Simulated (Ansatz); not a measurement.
# Nudged elastic band run: CH₂BClO

Input:

```yaml
crystal:
  periodic: [false, false, false]
  atoms:
    - { symbol: O, position_ang: [-0.746833, 1.361374, -0.034731] }
    - { symbol: C, position_ang: [0.16795, 0.385897, 0.291586] }
    - { symbol: B, position_ang: [0.361509, -0.946413, -0.101025] }
    - { symbol: Cl, position_ang: [0.691296, -2.566127, -0.502898] }
    - { symbol: H, position_ang: [-1.376089, 1.010505, -0.676628] }
    - { symbol: H, position_ang: [0.902167, 0.754764, 1.023695] }
basis:
  gaussian: { orbitals: def2-SVP }
hamiltonian:
  xc: b3lyp
neb:
  order_check: false
  images: 8
  f_tol: 0.05
  max_iterations: 60
  initial_path: idpp
  climbing: false
  final_atoms:
    - { symbol: O, position_ang: [-1.15114205, 0.8891562, -0.02210986] }
    - { symbol: C, position_ang: [0.06554171, 0.26857523, 0.21046404] }
    - { symbol: B, position_ang: [0.39178979, -1.05714092, -0.11381119] }
    - { symbol: Cl, position_ang: [0.84978838, -2.67171492, -0.36523771] }
    - { symbol: H, position_ang: [-0.98255408, 1.72668742, -0.47521286] }
    - { symbol: H, position_ang: [0.82657625, 0.84443699, 0.76590657] }
```

Run as:

```bash
$ ansatz run input.yaml --threads 1 --pin off --max-ram 2048MiB --backend cpu --events-out ev --progress --plain --runs-dir out
```

Output, in part (warnings, iteration lines, the closing report on the highest movable image, with atoms numbered from 0):

```
NEB end point (image 0): max|allowed force component| = 8.351e-3 eV/Å (the criterion of neb.relax_end_points is 1.000e-2)
NEB end point (image 9): max|allowed force component| = 7.394e-3 eV/Å (the criterion of neb.relax_end_points is 1.000e-2)
NEB iter   1: max|band force component| = 4.729e-1 eV/Å  barrier→ = 0.0984 eV  barrier← = 0.0852 eV  Δτ_max = 0.1931 Å  (283 SCF iters)
NEB iter   2: max|band force component| = 1.110e0 eV/Å  barrier→ = 0.1358 eV  barrier← = 0.1225 eV  Δτ_max = 0.1001 Å  (250 SCF iters)
NEB iter   3: max|band force component| = 3.001e-1 eV/Å  barrier→ = 0.0605 eV  barrier← = 0.0472 eV  Δτ_max = 0.0193 Å  (247 SCF iters)
NEB iter   4: max|band force component| = 1.464e-1 eV/Å  barrier→ = 0.0543 eV  barrier← = 0.0410 eV  Δτ_max = 0.0228 Å  (250 SCF iters)
NEB iter   5: max|band force component| = 8.481e-2 eV/Å  barrier→ = 0.0495 eV  barrier← = 0.0362 eV  Δτ_max = 0.0097 Å  (263 SCF iters)
NEB iter   6: max|band force component| = 6.808e-2 eV/Å  barrier→ = 0.0489 eV  barrier← = 0.0356 eV  Δτ_max = 0.0148 Å  (235 SCF iters)
NEB iter   7: max|band force component| = 3.573e-2 eV/Å  barrier→ = 0.0483 eV  barrier← = 0.0350 eV  Δτ_max = 0.0000 Å  (491 SCF iters)
Total energy: -16307.71112813 eV, -599.2973301953 hartree
Atom 0 at    -0.996746     1.140745     0.175958 Å, force     0.017286    -0.009489    -0.019140 eV/Å
Atom 1 at     0.154230     0.368560     0.263357 Å, force     0.030984    -0.011348     0.017328 eV/Å
Atom 2 at     0.346636    -0.993341    -0.010790 Å, force    -0.008336     0.011442     0.004017 eV/Å
Atom 3 at     0.713304    -2.617598    -0.339926 Å, force    -0.004578     0.000492    -0.004830 eV/Å
Atom 4 at    -1.253849     1.202822    -0.752546 Å, force    -0.023092     0.003776     0.000147 eV/Å
Atom 5 at     1.036425     0.898812     0.663946 Å, force    -0.012264     0.005126     0.002479 eV/Å
Dipole moment:     0.101387    -0.212546    -0.320283 e Å
```

The forces met the threshold. No image climbed, so the highest image needn't sit at the top of the path.

Final band (atoms are numbered from 1 in the order of the input):

| image | path coordinate (Å) | energy (kcal/mol) | dihedral H5–O1–C2–B3 (°) |
| --- | --- | --- | --- |
| 0 | 0.00 | 0.0 | 0 |
| 1 | 0.15 | 0.2 | -16 |
| 2 | 0.30 | 0.5 | -34 |
| 3 | 0.45 | 0.9 | -50 |
| 4 | 0.61 | 1.1 | -66 |
| 5 | 0.76 | 1.0 | -81 |
| 6 | 0.91 | 0.8 | -95 |
| 7 | 1.06 | 0.5 | -108 |
| 8 | 1.21 | 0.4 | -119 |
| 9 | 1.37 | 0.3 | -129 |

Run time: 2.1 min on 1 thread of Arm Neoverse V1 (shared host), peak memory 0.13 GiB.
